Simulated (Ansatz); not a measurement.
Ge₈Ir⁻. Charge -1, multiplicity 1. Geometry PBE-D4/def2-SVP.

```csv
atom,x (Å),y (Å),z (Å)
Ir1,-0.8554,-0.0055,-0.7563
Ge2,1.2529,1.5670,-1.2603
Ge3,1.1517,-1.3752,-0.9723
Ge4,-1.9585,0.2604,1.6969
Ge5,2.6789,0.1881,0.4538
Ge6,0.3772,-1.5017,1.6848
Ge7,-1.8685,-1.9432,0.3738
Ge8,-1.1220,1.6409,-2.4082
Ge9,0.3437,1.1693,1.1878
```

In the def2 sets Ir takes a core potential; there is no spin–orbit coupling. The structure comes from a short search, and lower isomers may exist.

Task: Estimate the orbital energies around the gap (eV) in Ansatz with PBE-D4/def2-SVP, PBE-D4/def2-SVPD, r2SCAN-D4/def2-SVP, PBE0-D4/def2-SVP, PBE0-D4/def2-SVPD.

Result: 
```tsv
orbital	PBE-D4/def2-SVP	PBE-D4/def2-SVPD	r2SCAN-D4/def2-SVP	PBE0-D4/def2-SVP	PBE0-D4/def2-SVPD
HOMO−9	-3.43	-3.49	-3.78	-4.52	-4.53
HOMO−8	-3.27	-3.32	-3.61	-4.34	-4.35
HOMO−7	-2.96	-3.02	-3.27	-3.89	-3.90
HOMO−6	-2.37	-2.44	-2.67	-3.20	-3.22
HOMO−5	-2.13	-2.20	-2.42	-2.93	-2.95
HOMO−4	-1.75	-1.83	-2.04	-2.59	-2.61
HOMO−3	-1.64	-1.72	-1.90	-2.43	-2.46
HOMO−2	-1.46	-1.54	-1.73	-2.27	-2.30
HOMO−1	-1.35	-1.43	-1.62	-2.21	-2.23
HOMO	-1.15	-1.23	-1.40	-1.90	-1.93
LUMO	-0.03	-0.12	-0.16	0.39	0.35
LUMO+1	0.50	0.40	0.41	0.99	0.94
LUMO+2	0.89	0.79	0.82	1.36	1.31
LUMO+3	1.06	0.91	1.00	1.56	1.45
LUMO+4	1.27	1.13	1.22	1.85	1.74
LUMO+5	1.47	1.33	1.44	1.98	1.86
```
